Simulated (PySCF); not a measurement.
# Bonding in `CCc1nccn1[SiH3]`

Species: C5H10N2Si.
Atom-mapped SMILES: `[CH3:1][CH2:2][c:3]1[n:4][cH:5][cH:6][n:7]1[SiH3:8]` (hydrogens: H9, H10, H11 on C1; H12, H13 on C2; H14 on C5; H15 on C6; H16, H17, H18 on Si8)

Structure used (GFN2-xTB), in Å, numbered top down from 1:
```xyz
18
C5H10N2Si angstrom
C      2.1588   -0.1861    0.6659
C      1.3184   -0.8804   -0.4066
C     -0.1321   -0.8371   -0.0853
N     -0.8085   -1.8563    0.3564
C     -2.0834   -1.4123    0.5557
C     -2.1626   -0.1003    0.2230
N     -0.9086    0.2906   -0.1984
Si    -0.5071    1.9149   -0.7085
H      1.8903    0.8658    0.7444
H      1.9961   -0.6583    1.6317
H      3.2155   -0.2567    0.4182
H      1.6029   -1.9313   -0.4694
H      1.4979   -0.4111   -1.3765
H     -2.8465   -2.0714    0.9181
H     -2.9812    0.5894    0.2402
H      0.5695    1.8088   -1.6880
H     -0.1039    2.6804    0.4727
H     -1.7243    2.4579   -1.3052
```

Bond orders from the PBE0/pcSseg-1 density (PySCF). The structure is a single GFN2-xTB conformer in the gas phase; no vibrational or solvent corrections.

Q: Where do the orders between heavy atoms depart from those drawn in the SMILES?

A: The largest departure is 0.441, at N7–C3 (drawn aromatic, 1.059), counting aromatic bonds as 1.5. Drawn single, order below 0.88: N7–Si8 (0.815). The bonds drawn aromatic range from 1.06 to 1.63.

Q: Give the Mayer order of every bond, beside its length.

A: 
```json
{"bond": "C1–C2", "drawn as": "single", "length (Å)": "1.529", "Mayer order": "1.041"}
{"bond": "C2–C3", "drawn as": "single", "length (Å)": "1.486", "Mayer order": "1.049"}
{"bond": "C3–N4", "drawn as": "aromatic", "length (Å)": "1.301", "Mayer order": "1.632"}
{"bond": "N4–C5", "drawn as": "aromatic", "length (Å)": "1.365", "Mayer order": "1.323"}
{"bond": "C5–C6", "drawn as": "aromatic", "length (Å)": "1.356", "Mayer order": "1.602"}
{"bond": "C6–N7", "drawn as": "aromatic", "length (Å)": "1.379", "Mayer order": "1.112"}
{"bond": "N7–Si8", "drawn as": "single", "length (Å)": "1.749", "Mayer order": "0.815"}
{"bond": "N7–C3", "drawn as": "aromatic", "length (Å)": "1.374", "Mayer order": "1.059"}
{"bond": "C1–H9", "drawn as": "single", "length (Å)": "1.089", "Mayer order": "0.959"}
{"bond": "C1–H10", "drawn as": "single", "length (Å)": "1.087", "Mayer order": "0.964"}
{"bond": "C1–H11", "drawn as": "single", "length (Å)": "1.088", "Mayer order": "0.967"}
{"bond": "C2–H12", "drawn as": "single", "length (Å)": "1.091", "Mayer order": "0.934"}
{"bond": "C2–H13", "drawn as": "single", "length (Å)": "1.092", "Mayer order": "0.935"}
{"bond": "C5–H14", "drawn as": "single", "length (Å)": "1.072", "Mayer order": "0.992"}
{"bond": "C6–H15", "drawn as": "single", "length (Å)": "1.071", "Mayer order": "0.970"}
{"bond": "Si8–H16", "drawn as": "single", "length (Å)": "1.459", "Mayer order": "0.945"}
{"bond": "Si8–H17", "drawn as": "single", "length (Å)": "1.464", "Mayer order": "0.937"}
{"bond": "Si8–H18", "drawn as": "single", "length (Å)": "1.460", "Mayer order": "0.949"}
```

By pair of heavy elements: C–C: lowest C1–C2 (1.041, 1.529 Å), highest C5–C6 (1.602, 1.356 Å). C–N: lowest N7–C3 (1.059, 1.374 Å), highest C3–N4 (1.632, 1.301 Å); in 1 of the 6 pairs the longer bond (by over 0.003 Å) has the higher order (by 0.02 or more).

Q: Sum the orders of all bonds at each heavy atom with more than one neighbour and set the sums beside the valence in the SMILES.

A: C1 3.931 (drawn 4), C2 3.959 (drawn 4), C3 3.740 (drawn 4), N4 2.955 (drawn 3), C5 3.917 (drawn 4), C6 3.684 (drawn 4), N7 2.986 (drawn 3), Si8 3.646 (drawn 4). Orders between atoms that aren't bonded are not in these sums.

The Mayer order sums products of elements of PS (density times overlap matrix) between the two atoms' basis functions, so it depends on the basis set.
